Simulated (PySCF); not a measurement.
# Assignment exercise: C5H11NSi

Bonds (- single, = double, # triple, : aromatic): C1-C2, C2-C3, C2-C4, C4=C5, C5-Si6, Si6-N7, N7-C2. C1 carries H8, H9, H10; C3 carries H11, H12, H13; C4 carries H14; C5 carries H15; Si6 carries H16, H17; N7 carries H18.

Computed data (PySCF 2.14): PBE0/pcSseg-1 with gauge-including orbitals, GFN2-xTB geometry. Non-relativistic Hamiltonian, one computed conformer, equivalent nuclei averaged, gas phase.

Scale: ¹³C, ¹H against TMS (reference shieldings calculated alike).

Problem. Assign these signals to the numbered atoms. ¹³C{¹H} NMR (computed): δ 168.1, 127.2, 67.2, 33.8.

Solution. 
| δ (ppm) | atoms | environment | reason |
| --- | --- | --- | --- |
| 168.1 | C4 | alkene CH | – |
| 127.2 | C5 | alkene CH | the olefinic region |
| 67.2 | C2 | allylic fully substituted sp3 carbon bonded to N | the inductive effect lowers its shielding |
| 33.8 | C1/C3 | methyl carbon | a saturated carbon with 1 carbon neighbour and no heteroatom attached |

Problem. Assign these signals to the numbered atoms. ¹H NMR (600 MHz, computed): δ 7.10 (d, 1H), 5.94 (m, 1H), 5.51 (m, 2H), 1.29 (s, 6H), -0.20 (br s, 1H).

Solution. 
7.10 → H14, hydrogen on an alkene CH: olefinic region
5.94 → H15, hydrogen on an alkene CH
5.51 → H16/H17, hydrogen on a silicon bonded to C, N, in a 5-membered ring
1.29 → H8/H9/H10/H11/H12/H13, hydrogen on a methyl carbon
-0.20 → H18, hydrogen on a nitrogen bonded to C, Si, in a 5-membered ring: exchangeable, gas-phase position

Exchangeable OH/NH protons stand at their gas-phase positions; hydrogen bonding in a real sample shifts them, mostly to higher δ. Shifts are as computed. Against solution values, carbons near 30 ppm lie about +3 ppm off and those near 130 ppm about +5 ppm. Of 1211 compounds with measured shifts, 218 miss one by over three times the rms of a fit or turn the order of signals round; such compounds aren't used in these exercises. Multiplicities follow the n + 1 count of equivalent neighbours, as no J values were calculated; m marks all less simple cases, F and P coupling included.
